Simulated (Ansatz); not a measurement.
`CCc1ccc(CCc2ccc(CC)cc2)cc1` with charge +1. Charge 1, multiplicity 2. Geometry r2SCAN-D4/def2-SVP, that of the neutral singlet; atoms count from 1.

```xyz
40

C    -1.3193    5.2863    3.8662
C     0.1282    5.2186    3.3686
C     0.3831    4.0110    2.5010
C     0.1764    4.0603    1.1136
C     0.3662    2.9298    0.3161
C     0.7705    1.7084    0.8770
C     0.9272    0.4768    0.0241
C    -0.3843   -0.3296   -0.0983
C    -0.2194   -1.5594   -0.9522
C     0.1958   -2.7775   -0.3923
C     0.4094   -3.9019   -1.1925
C     0.2190   -3.8484   -2.5821
C     0.3907   -5.0785   -3.4381
C    -0.9048   -5.8870   -3.5645
C    -0.1965   -2.6301   -3.1416
C    -0.4101   -1.5055   -2.3416
C     0.9713    1.6570    2.2651
C     0.7815    2.7878    3.0623
H    -2.0242    5.3324    3.0205
H    -1.4841    6.1740    4.4977
H    -1.5738    4.3928    4.4587
H     0.3650    6.1350    2.8007
H     0.8137    5.2004    4.2336
H    -0.1257    5.0062    0.6497
H     0.2119    2.9977   -0.7668
H     1.7077   -0.1803    0.4450
H     1.2655    0.7564   -0.9886
H    -0.7234   -0.6111    0.9136
H    -1.1656    0.3256   -0.5208
H     0.3538   -2.8443    0.6902
H     0.7320   -4.8421   -0.7311
H     0.7380   -4.7815   -4.4428
H     1.1821   -5.7172   -3.0090
H    -1.7055   -5.2782   -4.0144
H    -1.2596   -6.2177   -2.5751
H    -0.7601   -6.7806   -4.1927
H    -0.3541   -2.5629   -4.2241
H    -0.7323   -0.5650   -2.8028
H     1.2956    0.7169    2.7256
H     0.9581    2.7251    4.1421
```

Single mean-field runs in def2-TZVP are fitted with def2-universal-jkfit.

(1) Estimate the Mulliken populations of the heavy atoms from the PBE0/def2-TZVP orbitals of Ansatz.

(2) Where does the spin sit?

(3) And the Mayer bond orders between bonded heavy atoms (over 0.3)?

Results:

(1) 
| atom | charge (e) | spin (α − β) |
| --- | --- | --- |
| C1 | -0.39 | 0.02 |
| C2 | -0.23 | -0.01 |
| C3 | 0.24 | 0.20 |
| C4 | -0.18 | 0.01 |
| C5 | -0.19 | 0.03 |
| C6 | 0.30 | 0.17 |
| C7 | -0.32 | 0.02 |
| C8 | -0.32 | 0.02 |
| C9 | 0.30 | 0.17 |
| C10 | -0.19 | 0.03 |
| C11 | -0.18 | 0.01 |
| C12 | 0.24 | 0.20 |
| C13 | -0.23 | -0.01 |
| C14 | -0.39 | 0.02 |
| C15 | -0.18 | 0.01 |
| C16 | -0.19 | 0.03 |
| C17 | -0.19 | 0.03 |
| C18 | -0.18 | 0.01 |
Mulliken values and Mayer orders depend strongly on the basis.

(2) Summed by element: C 0.97, H 0.03, of 1 unpaired in all. Largest on single atoms: C3 0.20, C12 0.20, C6 0.17.

(3) C1–C2 0.99 (1.53 Å); C2–C3 0.93 (1.51 Å); C3–C4 1.29 (1.40 Å); C3–C18 1.29 (1.40 Å); C4–C5 1.50 (1.40 Å); C5–C6 1.27 (1.40 Å); C6–C7 0.89 (1.51 Å); C6–C17 1.27 (1.40 Å); C7–C8 0.91 (1.54 Å); C8–C9 0.90 (1.51 Å); C9–C10 1.27 (1.40 Å); C9–C16 1.27 (1.40 Å); C10–C11 1.50 (1.40 Å); C11–C12 1.29 (1.40 Å); C12–C13 0.93 (1.51 Å); C12–C15 1.29 (1.40 Å); C13–C14 0.99 (1.53 Å); C15–C16 1.50 (1.40 Å); C17–C18 1.50 (1.40 Å).
